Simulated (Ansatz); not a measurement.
Cost and result for the atomization energy of CH6Cl2GeSi (`[CH3][Ge]([SiH3])([Cl])[Cl]`) (11 atoms, 10 bonds).

| atom | x (Å) | y (Å) | z (Å) |
| --- | --- | --- | --- |
| C1 | -0.4519 | 1.5944 | -0.8805 |
| Ge2 | -0.1199 | 0.3457 | 0.5648 |
| Si3 | 0.5635 | -1.8925 | 0.1113 |
| Cl4 | 1.3892 | 1.2312 | 1.8384 |
| Cl5 | -1.9326 | 0.2363 | 1.7421 |
| H6 | 0.4572 | 1.7259 | -1.4682 |
| H7 | -0.7513 | 2.5520 | -0.4545 |
| H8 | -1.2509 | 1.2141 | -1.5180 |
| H9 | -0.4842 | -2.5582 | -0.7039 |
| H10 | 0.7364 | -2.5885 | 1.4082 |
| H11 | 1.8443 | -1.8603 | -0.6397 |

Charge 0, multiplicity 1. Correlated methods include outer-core shells of Ge, which these sets cover unevenly. Scalar relativity is left out up to krypton. The geometry is a stationary point of PBE0-D4/def2-TZVP. Program: Ansatz. All runs use 2 threads of an AMD EPYC 7R13 on a shared host and a share of an NVIDIA H100 80 GB. Times are those of one run each, without the atoms' runs, and a repeat can differ threefold. Electronic energies, without spin–orbit coupling; frozen cores. CCSD(T)/CBS adds CCSD(T) − MP2 in def2-TZVPP to the MP2 limit, and its time is that of the two runs behind it. T1 = 0.010. With those shells the extrapolation isn't a true limit. HSE06 is the plane-wave form, built on full-range PBE exchange.

CCSD(T)/CBS is a level of theory with its own doubt, some kJ/mol a heavy atom from the limit and from the frozen cores, so smaller differences don't rank the functionals.

```json
{"level": "CAM-B3LYP-D4/def2-TZVPP", "functions": "289", "wall time": "4.3 s"}
{"level": "HSE06-D4/def2-TZVPP", "functions": "289", "wall time": "4.4 s"}
{"level": "revPBE-D4/def2-TZVPP", "functions": "289", "wall time": "5.5 s"}
{"level": "B97M-V/def2-TZVPP", "functions": "289", "wall time": "5.5 s"}
{"level": "PBE0-D4/def2-TZVPP", "functions": "289", "wall time": "5.5 s"}
{"level": "CCSD(T)/def2-SVP", "functions": "130", "wall time": "5.5 s"}
{"level": "BHLYP-D4/def2-TZVPP", "functions": "289", "wall time": "5.5 s"}
{"level": "r2SCAN-D4/def2-TZVPP (with forces)", "functions": "289", "wall time": "6.5 s"}
{"level": "r2SCANh-D4/def2-TZVPP", "functions": "289", "wall time": "8 s"}
{"level": "ωB97M-V/def2-TZVPP (with forces)", "functions": "289", "wall time": "8 s"}
{"level": "MP2/def2-QZVPP", "functions": "536", "wall time": "8.5 s"}
{"level": "CCSD(T)/def2-TZVPP", "functions": "289", "wall time": "11 s"}
{"level": "CCSD(T)/CBS(def2)", "functions": "–", "wall time": "19 s"}
```

Question: What atomization energy does each give, and how far from CCSD(T)/CBS? (An estimate is asked.)

Answer: The calculation gave: 
```json
{"level": "CAM-B3LYP-D4/def2-TZVPP", "atomization (kJ/mol)": "3494.0", "difference from CCSD(T)/CBS": "-23.3", "per bond": "-2.3"}
{"level": "HSE06-D4/def2-TZVPP", "atomization (kJ/mol)": "3501.7", "difference from CCSD(T)/CBS": "-15.6", "per bond": "-1.6"}
{"level": "revPBE-D4/def2-TZVPP", "atomization (kJ/mol)": "3451.4", "difference from CCSD(T)/CBS": "-65.9", "per bond": "-6.6"}
{"level": "B97M-V/def2-TZVPP", "atomization (kJ/mol)": "3545.4", "difference from CCSD(T)/CBS": "28.1", "per bond": "2.8"}
{"level": "PBE0-D4/def2-TZVPP", "atomization (kJ/mol)": "3500.3", "difference from CCSD(T)/CBS": "-17.0", "per bond": "-1.7"}
{"level": "CCSD(T)/def2-SVP", "atomization (kJ/mol)": "3276.9", "difference from CCSD(T)/CBS": "-240.4", "per bond": "-24.0"}
{"level": "BHLYP-D4/def2-TZVPP", "atomization (kJ/mol)": "3437.1", "difference from CCSD(T)/CBS": "-80.2", "per bond": "-8.0"}
{"level": "r2SCAN-D4/def2-TZVPP (with forces)", "atomization (kJ/mol)": "3525.2", "difference from CCSD(T)/CBS": "7.9", "per bond": "0.8"}
{"level": "r2SCANh-D4/def2-TZVPP", "atomization (kJ/mol)": "3511.5", "difference from CCSD(T)/CBS": "-5.8", "per bond": "-0.6"}
{"level": "ωB97M-V/def2-TZVPP (with forces)", "atomization (kJ/mol)": "3508.2", "difference from CCSD(T)/CBS": "-9.1", "per bond": "-0.9"}
{"level": "MP2/def2-QZVPP", "atomization (kJ/mol)": "3511.2", "difference from CCSD(T)/CBS": "-6.1", "per bond": "-0.6"}
{"level": "CCSD(T)/def2-TZVPP", "atomization (kJ/mol)": "3436.3", "difference from CCSD(T)/CBS": "-81.0", "per bond": "-8.1"}
{"level": "CCSD(T)/CBS(def2)", "atomization (kJ/mol)": "3517.3", "difference from CCSD(T)/CBS": "0.0", "per bond": "0.0"}
```

Leaving LDA and LC-ωPBE aside and taking each functional with its dispersion term where it has one, the values spread over 108.2 kJ/mol, from BHLYP-D4 to B97M-V. LDA lies +447.5 kJ/mol from PBE without D4, its usual overbinding. At CCSD(T), def2-SVP lies −240.5 kJ/mol from the extrapolated value and def2-TZVPP −81.0 kJ/mol: correlation converges slowly with the basis, and small sets miss more of it in the bonded molecule than in its fragments. From r2SCAN to r2SCAN0 (25 % exact exchange), in def2-TZVPP and without D4, the atomization energy moves by −34.4 kJ/mol: exact exchange takes away binding that semilocal exchange gives to molecules.
